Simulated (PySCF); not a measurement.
**Basis and Hamiltonian dependence of the excitation energy of In**

In [Kr] 4d10 5s2 5p1 (2P) → In [Kr] 4d10 5s2 6s1 (2S). All values are computed (PySCF 2.14, energy differences of UHF-based or UKS calculations, no spin-orbit coupling). Values in eV.

| basis | Hamiltonian | functions | UHF | LDA | PBE0 | MP2 (valence) | CCSD(T) (valence) | CCSD(T) (valence and next inner shell) |
| --- | --- | --- | --- | --- | --- | --- | --- | --- |
| aug-cc-pVDZ-PP with ECP28MDF | ECP | 32 | 2.746 | 2.834 | 2.784 | 2.740 | 2.776 | n/a |
| aug-cc-pwCVDZ-PP with ECP28MDF | ECP | 48 | 2.749 | 2.831 | 2.784 | 2.749 | 2.789 | 2.743 |
| def2-TZVPPD with the def2 core potential (28 electrons) | ECP | 56 | 2.783 | 2.849 | 2.802 | 2.809 | 2.843 | 2.840 |
| aug-cc-pVTZ-PP with one added diffuse shell each of d, f type with ECP28MDF | ECP | 67 | 2.706 | 2.812 | 2.767 | 2.761 | 2.799 | n/a |
| aug-cc-pVTZ-DK3 | spin-free X2C | 68 | 2.717 | 2.831 | 2.782 | 2.769 | 2.804 | n/a |
| x2c-TZVPPall with one added diffuse shell each of s, p, d, f type | spin-free X2C | 76 | 2.874 | 2.931 | 2.879 | 2.890 | 2.921 | 2.914 |
| aug-cc-pVQZ-PP with ECP28MDF | ECP | 92 | 2.688 | 2.813 | 2.771 | 2.765 | 2.796 | n/a |
| aug-cc-pwCVTZ-PP with ECP28MDF | ECP | 96 | 2.710 | 2.821 | 2.778 | 2.765 | 2.803 | n/a |
| aug-cc-pVQZ-DK3 | spin-free X2C | 102 | 2.688 | 2.829 | 2.783 | 2.765 | 2.795 | n/a |
| aug-cc-pwCVTZ-DK3 | spin-free X2C | 109 | 2.721 | 2.841 | 2.792 | 2.776 | 2.812 | n/a |
| aug-cc-pwCVTZ-DK3 with one added diffuse shell each of s, p, d, f type | spin-free X2C | 125 | 2.669 | 2.828 | 2.779 | 2.739 | n/a | n/a |
| x2c-QZVPPall with one added diffuse shell each of s, p, d, f type | spin-free X2C | 128 | 2.696 | 2.831 | 2.784 | 2.769 | n/a | n/a |
| dyall-av2z | non-relativistic | 130 | 2.889 | 2.957 | 2.918 | 2.873 | 2.916 | n/a |
| aug-cc-pV5Z-PP with ECP28MDF | ECP | 139 | 2.679 | 2.814 | 2.771 | 2.768 | n/a | n/a |

Frozen in the all-electron rows: valence: [Kr] 4d10; valence and next inner shell: [Ar] 3d10; with a core potential, the same shells as far as they lie outside it.

Non-relativistic rows lack the scalar-relativistic shift.

Reference for a calculation without spin-orbit coupling: 2.839 eV (measured, between term centres; NIST).
